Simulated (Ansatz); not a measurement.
A nudged elastic band was laid between two geometries of CH$_{7}$GeNTe (11 atoms, charge 0, multiplicity 1).

The calculation used Ansatz, RKS PBE/def2-SVP.

| Quantity | Value |
| --- | --- |
| movable images | 7 |
| climbing image | yes |
| spring | 5.0 eV/Å² |
| optimiser | quadratic models (default) |
| start path | through a guess of the saddle point |
| force threshold | 0.05 eV/Å |
| iteration limit | 60 |
| end points | relaxed |

Initial state:

```xyz
11
Properties=species:S:1:pos:R:3
C -1.585 1.224 0.665
Te 0.416 1.184 1.560
Ge 1.094 -0.983 0.289
N 1.220 -0.884 -1.563
H -2.162 0.341 0.994
H -2.076 2.148 1.023
H -1.499 1.252 -0.436
H 0.036 -2.090 0.556
H 2.495 -1.373 0.829
H 0.305 -0.763 -2.014
H 1.821 -0.113 -1.881
```

Final state:

```xyz
11
Properties=species:S:1:pos:R:3
C -1.648 1.287 0.561
Te 0.383 1.311 1.405
Ge 1.143 -1.224 1.176
N 1.569 -0.965 -1.033
H -2.043 0.258 0.651
H -2.272 1.986 1.149
H -1.626 1.602 -0.498
H -0.345 -1.680 0.740
H 2.411 -1.456 -1.364
H 0.779 -1.228 -1.639
H 1.715 0.052 -1.128
```

(1) Which bonds break or form, and what moves?

(2) What energy profile does the band end with?

(3) What is the geometry of the highest image?

Answers

(1) Bonds broken: Ge3–H9. Bonds formed: N4–H9.

(2) The run converged. The highest image is number 4 of 0 to 8, 1.99 eV above the first end and 2.03 eV above the last; the last end lies 0.04 eV below the first. Neighbouring images differ by up to 1.6 eV, so the band resolves the path poorly. A vibrational analysis at the climbing image gives one clearly imaginary mode, 1267i cm⁻¹: a first-order saddle point. The orbitals stay closed-shell, which can raise the energy where a bond breaks towards radicals; this wasn't checked here.

| image | path coordinate (Å) | energy (eV) | Ge3–H9 (Å) | N4–H9 (Å) |
| --- | --- | --- | --- | --- |
| 0 | 0.00 | 0.00 | 1.55 | 2.75 |
| 1 | 0.67 | 0.00 | 1.55 | 2.73 |
| 2 | 1.35 | 0.04 | 1.55 | 2.62 |
| 3 | 2.02 | 0.82 | 1.55 | 2.13 |
| 4 | 2.69 | 1.99 | 1.66 | 1.52 |
| 5 | 3.44 | 0.40 | 2.23 | 1.04 |
| 6 | 4.18 | 0.02 | 2.75 | 1.03 |
| 7 | 4.92 | -0.03 | 2.83 | 1.03 |
| 8 | 5.65 | -0.04 | 2.85 | 1.03 |

(3) 
```xyz
11
Properties=species:S:1:pos:R:3
C -1.819 1.302 0.879
Te 0.321 1.550 1.292
Ge 1.072 -0.831 0.522
N 1.617 -0.994 -1.418
H -2.152 0.324 1.272
H -2.347 2.118 1.408
H -2.003 1.370 -0.207
H -0.277 -1.636 0.429
H 2.280 -1.679 -0.228
H 1.022 -1.246 -2.223
H 2.351 -0.335 -1.705
```

Run time: 7.6 min on 2 threads of Intel(R) Xeon(R) Platinum 8559C (Emerald Rapids), on a shared host, peak memory 0.2 GiB.
